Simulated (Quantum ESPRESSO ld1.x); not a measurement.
V5+, configuration [Ar].

Method: non-relativistic Kohn-Sham, LDA (Slater exchange, Perdew-Zunger correlation), spin-polarised, spherical densities, point nucleus; computed with ld1.x of Quantum ESPRESSO 7.5.

Energy parts (hartree):
total: -935.6492
kinetic: 934.5124
electron-nucleus: -2167.2053
Hartree: 337.6123
exchange-correlation: -40.5686

Orbitals (lengths in bohr, moments of r in powers of bohr; <r^-3> diverges for s and p1/2):
| orbital | occ. | eigenvalue (hartree) | <r^-3> |
|---|---|---|---|
| 1s | 2 | -198.168 | - |
| 2s | 2 | -24.8486 | - |
| 2p | 6 | -21.4617 | 301.2 |
| 3s | 2 | -5.26071 | - |
| 3p | 6 | -4.30950 | 41.84 |

The highest occupied level is 3p at -117.27 eV. Summed over all electrons, <r^2> = 8.931 bohr^2, which gives a Langevin (diamagnetic) susceptibility term of -7.07 x 10^-6 cm^3/mol.
